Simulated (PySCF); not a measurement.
Record of a relaxation.

C6H15PS.
Bonds: C1–C2, C2–P3, P3–S4 (double), P3–C5, C5–C6, P3–C7, C7–C8. Hydrogens: H9, H10, H11 on C1; H12, H13 on C2; H14, H15 on C5; H16, H17, H18 on C6; H19, H20 on C7; H21, H22, H23 on C8.

Computed by this run: PBE0-D3(BJ)/def2-SVP geometry optimisation, gas phase (PySCF 2.14.0); density fitting, grid level 1; the optimiser is geomeTRIC in internal coordinates, started from a GFN2-xTB structure with every atom displaced at random (about 0.01 Å). 7 of its 8 geometries are shown. The frame can shift and turn from step to step; on so coarse a grid that alone can change the energy by a few meV, and forces under 0.02 eV/Å are noise.

Step 0: E = -26566.9297 eV, largest atomic force 2.098 eV/Å
```
atom  x, y, z in Å  |  force x, y, z in eV/Å
C1      2.734    0.529    0.622   -1.952   0.757   0.137
C2      1.774   -0.222   -0.303   -0.294   0.633   1.236
P3      0.138   -0.543    0.526    0.736   0.150  -0.713
S4      0.333   -1.512    2.202   -0.098  -0.196   0.205
C5     -0.800   -1.434   -0.794   -0.399   0.048   1.201
C6     -2.228   -1.695   -0.333    0.427   0.175   0.192
C7     -0.649    1.101    0.755   -1.128  -0.294  -0.419
C8     -0.818    1.958   -0.500   -0.775  -0.554   0.470
H9      2.763    0.064    1.606    0.122  -0.303   0.289
H10     2.357    1.570    0.781    0.292  -0.412  -0.072
H11     3.708    0.597    0.207    1.363   0.031  -0.528
H12     1.625    0.306   -1.239   -0.159   0.276  -0.525
H13     2.171   -1.195   -0.530    0.264  -0.937  -0.235
H14    -0.787   -0.857   -1.708    0.183   0.336  -0.639
H15    -0.271   -2.382   -0.940    0.185  -0.067  -0.083
H16    -2.803   -0.765   -0.273   -0.160   0.123  -0.045
H17    -2.719   -2.368   -1.023   -0.435  -0.361  -0.364
H18    -2.223   -2.150    0.664   -0.016  -0.101   0.107
H19    -0.061    1.619    1.509    0.289   0.117   0.392
H20    -1.648    0.888    1.226    0.703   0.096  -0.215
H21    -1.353    2.884   -0.247    0.164   0.150  -0.042
H22     0.136    2.180   -0.947    0.688   0.388  -0.343
H23    -1.430    1.450   -1.261    0.000  -0.056  -0.006
```

Step 1: E = -26567.0555 eV, largest atomic force 0.397 eV/Å
```
atom  x, y, z in Å  |  force x, y, z in eV/Å
C1      2.901    0.364    0.676    0.374   0.024  -0.064
C2      2.006   -0.440   -0.246   -0.015  -0.333  -0.216
P3      0.461   -1.010    0.559   -0.256   0.037   0.119
S4      0.757   -2.136    2.134    0.064   0.039  -0.015
C5     -0.478   -1.855   -0.766    0.196  -0.016  -0.285
C6     -1.884   -2.243   -0.346   -0.088  -0.029  -0.019
C7     -0.535    0.474    0.967    0.334   0.081   0.175
C8     -0.918    1.381   -0.186    0.208  -0.021  -0.099
H9      2.992   -0.139    1.651    0.025  -0.029   0.005
H10     2.506    1.374    0.853   -0.041   0.052   0.002
H11     3.918    0.473    0.245   -0.304  -0.018   0.126
H12     1.771    0.100   -1.182   -0.040  -0.031   0.090
H13     2.486   -1.397   -0.537    0.007   0.230   0.041
H14    -0.470   -1.220   -1.675   -0.025  -0.085   0.137
H15     0.121   -2.754   -0.994   -0.035   0.042  -0.014
H16    -2.533   -1.361   -0.234   -0.005  -0.013   0.015
H17    -2.355   -2.907   -1.089    0.058   0.051   0.035
H18    -1.858   -2.772    0.618    0.005  -0.022   0.021
H19     0.058    1.009    1.732   -0.069  -0.054  -0.092
H20    -1.394    0.061    1.511   -0.197   0.035   0.029
H21    -1.419    2.290    0.174   -0.026   0.035   0.015
H22    -0.020    1.695   -0.747   -0.150   0.046   0.018
H23    -1.598    0.886   -0.895   -0.020  -0.022  -0.022
```

Step 2: E = -26567.0750 eV, largest atomic force 0.121 eV/Å
```
atom  x, y, z in Å  |  force x, y, z in eV/Å
C1      2.883    0.361    0.676    0.066   0.044  -0.009
C2      1.985   -0.446   -0.246    0.026  -0.112  -0.039
P3      0.445   -1.011    0.570   -0.064  -0.013   0.046
S4      0.763   -2.127    2.146   -0.015   0.024  -0.006
C5     -0.477   -1.865   -0.767    0.035   0.007  -0.028
C6     -1.878   -2.278   -0.348   -0.021  -0.027   0.005
C7     -0.523    0.495    0.973    0.055  -0.032   0.025
C8     -0.891    1.402   -0.189    0.029  -0.021  -0.025
H9      2.994   -0.153    1.643   -0.003  -0.010  -0.011
H10     2.473    1.365    0.867   -0.003  -0.009   0.011
H11     3.884    0.489    0.237   -0.043   0.009   0.006
H12     1.732    0.097   -1.172   -0.007   0.024   0.017
H13     2.479   -1.386   -0.547    0.006   0.043   0.005
H14    -0.478   -1.225   -1.667   -0.026   0.006   0.027
H15     0.133   -2.753   -1.001    0.018   0.021   0.011
H16    -2.543   -1.410   -0.225    0.006   0.006   0.012
H17    -2.332   -2.940   -1.101   -0.003   0.004  -0.002
H18    -1.842   -2.820    0.609    0.005  -0.003  -0.005
H19     0.077    1.025    1.732    0.007  -0.027  -0.015
H20    -1.403    0.114    1.516   -0.026   0.056  -0.040
H21    -1.384    2.318    0.170   -0.021  -0.004   0.003
H22    -0.002    1.713   -0.760   -0.017   0.019   0.013
H23    -1.581    0.910   -0.892   -0.004  -0.007   0.000
```

Step 4: E = -26567.0822 eV, largest atomic force 0.059 eV/Å
```
atom  x, y, z in Å  |  force x, y, z in eV/Å
C1      2.874    0.364    0.679   -0.047  -0.026   0.009
C2      1.973   -0.444   -0.241    0.000   0.044   0.031
P3      0.432   -1.009    0.580    0.037   0.000  -0.015
S4      0.743   -2.114    2.163   -0.012   0.008   0.007
C5     -0.482   -1.864   -0.760   -0.026  -0.022   0.042
C6     -1.867   -2.322   -0.331    0.020  -0.010   0.002
C7     -0.522    0.509    0.962   -0.036   0.012  -0.045
C8     -0.866    1.412   -0.212   -0.019   0.012   0.013
H9      3.016   -0.172    1.630    0.006   0.005  -0.001
H10     2.446    1.353    0.905   -0.003  -0.005   0.008
H11     3.859    0.525    0.221    0.035   0.014  -0.021
H12     1.702    0.113   -1.154    0.011   0.000  -0.011
H13     2.476   -1.370   -0.561   -0.008  -0.035  -0.006
H14    -0.514   -1.205   -1.644   -0.008   0.009  -0.015
H15     0.150   -2.729   -1.017    0.012   0.002  -0.012
H16    -2.547   -1.472   -0.167    0.001   0.000   0.005
H17    -2.321   -2.969   -1.096   -0.006   0.003  -0.007
H18    -1.801   -2.891    0.609   -0.002   0.001  -0.002
H19     0.073    1.032    1.727    0.010   0.005   0.011
H20    -1.426    0.156    1.483    0.016  -0.009   0.013
H21    -1.377    2.322    0.138   -0.007  -0.010  -0.003
H22     0.029    1.737   -0.764    0.018   0.002   0.004
H23    -1.539    0.915   -0.927    0.011  -0.001  -0.006
```

Step 5: E = -26567.0842 eV, largest atomic force 0.051 eV/Å
```
atom  x, y, z in Å  |  force x, y, z in eV/Å
C1      2.873    0.363    0.682   -0.016  -0.027  -0.002
C2      1.968   -0.441   -0.239   -0.007   0.043   0.021
P3      0.427   -1.002    0.582    0.019   0.015  -0.029
S4      0.729   -2.094    2.175    0.001  -0.002   0.014
C5     -0.484   -1.865   -0.754   -0.013  -0.015   0.030
C6     -1.856   -2.353   -0.315    0.013   0.000   0.000
C7     -0.530    0.520    0.949   -0.029   0.023  -0.034
C8     -0.859    1.424   -0.228   -0.011   0.006   0.016
H9      3.032   -0.183    1.624    0.006   0.002  -0.002
H10     2.439    1.344    0.926   -0.004   0.002   0.004
H11     3.852    0.539    0.213    0.008   0.007  -0.004
H12     1.696    0.122   -1.148    0.014  -0.010  -0.009
H13     2.469   -1.366   -0.566   -0.011  -0.021   0.000
H14    -0.540   -1.198   -1.631    0.001  -0.003  -0.010
H15     0.162   -2.714   -1.027    0.001   0.002  -0.012
H16    -2.545   -1.515   -0.125   -0.002  -0.003   0.002
H17    -2.312   -2.991   -1.086   -0.001   0.004  -0.002
H18    -1.768   -2.937    0.613   -0.002  -0.001   0.000
H19     0.057    1.042    1.722    0.003   0.001   0.005
H20    -1.441    0.169    1.458    0.013  -0.018   0.022
H21    -1.392    2.324    0.115   -0.002  -0.004  -0.003
H22     0.044    1.764   -0.758    0.008  -0.002   0.004
H23    -1.510    0.922   -0.960    0.012  -0.001  -0.010
```

Step 6: E = -26567.0851 eV, largest atomic force 0.028 eV/Å
```
atom  x, y, z in Å  |  force x, y, z in eV/Å
C1      2.874    0.361    0.682    0.008  -0.010  -0.004
C2      1.965   -0.437   -0.238   -0.007   0.020   0.003
P3      0.423   -0.993    0.583   -0.003   0.016  -0.023
S4      0.721   -2.073    2.185    0.007  -0.006   0.011
C5     -0.485   -1.866   -0.749   -0.001  -0.002   0.011
C6     -1.845   -2.377   -0.302    0.001   0.003   0.000
C7     -0.539    0.529    0.938   -0.011   0.014  -0.011
C8     -0.857    1.435   -0.240   -0.002  -0.001   0.011
H9      3.042   -0.192    1.619    0.003  -0.001  -0.001
H10     2.437    1.339    0.940   -0.003   0.003   0.001
H11     3.849    0.548    0.207   -0.007   0.002   0.004
H12     1.695    0.128   -1.147    0.009  -0.009  -0.005
H13     2.461   -1.365   -0.566   -0.006  -0.005   0.005
H14    -0.559   -1.197   -1.623    0.005  -0.007  -0.004
H15     0.172   -2.705   -1.032   -0.003   0.000  -0.004
H16    -2.542   -1.550   -0.095   -0.002  -0.003  -0.001
H17    -2.302   -3.011   -1.076    0.001   0.002   0.001
H18    -1.742   -2.970    0.619    0.000  -0.002   0.001
H19     0.039    1.052    1.717    0.001  -0.003  -0.001
H20    -1.453    0.175    1.440    0.003  -0.008   0.013
H21    -1.409    2.326    0.097    0.000   0.000  -0.002
H22     0.053    1.789   -0.748    0.001  -0.001   0.002
H23    -1.486    0.928   -0.989    0.007  -0.002  -0.008
```

Step 7: E = -26567.0852 eV, largest atomic force under 0.02 eV/Å
```
atom  x, y, z in Å  |  force x, y, z in eV/Å
C1      2.874    0.362    0.682    0.008   0.001  -0.001
C2      1.964   -0.434   -0.239   -0.005   0.004  -0.004
P3      0.421   -0.988    0.583   -0.008   0.008  -0.010
S4      0.720   -2.061    2.190    0.006  -0.004   0.004
C5     -0.485   -1.869   -0.746    0.002   0.004   0.002
C6     -1.841   -2.386   -0.295   -0.003   0.003   0.000
C7     -0.544    0.533    0.933   -0.002   0.001   0.004
C8     -0.858    1.439   -0.245    0.002  -0.002   0.003
H9      3.045   -0.193    1.616    0.001  -0.001  -0.001
H10     2.437    1.338    0.943   -0.001   0.001   0.000
H11     3.848    0.551    0.205   -0.006   0.000   0.002
H12     1.697    0.129   -1.149    0.004  -0.004  -0.001
H13     2.457   -1.365   -0.565   -0.001   0.001   0.005
H14    -0.564   -1.201   -1.621    0.004  -0.005  -0.001
H15     0.177   -2.703   -1.031   -0.002  -0.002   0.002
H16    -2.542   -1.564   -0.084    0.000  -0.001  -0.001
H17    -2.297   -3.020   -1.070    0.001  -0.001   0.001
H18    -1.732   -2.981    0.624    0.001  -0.001   0.001
H19     0.030    1.056    1.715    0.001  -0.003  -0.002
H20    -1.459    0.175    1.433   -0.002   0.002   0.002
H21    -1.419    2.326    0.088   -0.001   0.000  -0.002
H22     0.056    1.801   -0.742   -0.002   0.001   0.001
H23    -1.474    0.931   -1.003    0.003  -0.002  -0.004
```

**Question.** Summarise the path.

**Answer.** The energy falls by 15.01 kJ/mol from step 0 to step 7; nine tenths of that is first reached at step 2. It falls at every step. The largest force goes from 2.098 to under 0.02 eV/Å. Among the bonds C1–H11 changes most, from 1.060 to 1.100 Å; the atoms move by 0.054 Å rms after alignment.

What follows is the cost of the whole optimisation. The run took 2.8 min wall on an Arm Neoverse V2 with one thread, on a shared host, and the process peaked at 0.91 GiB of memory.
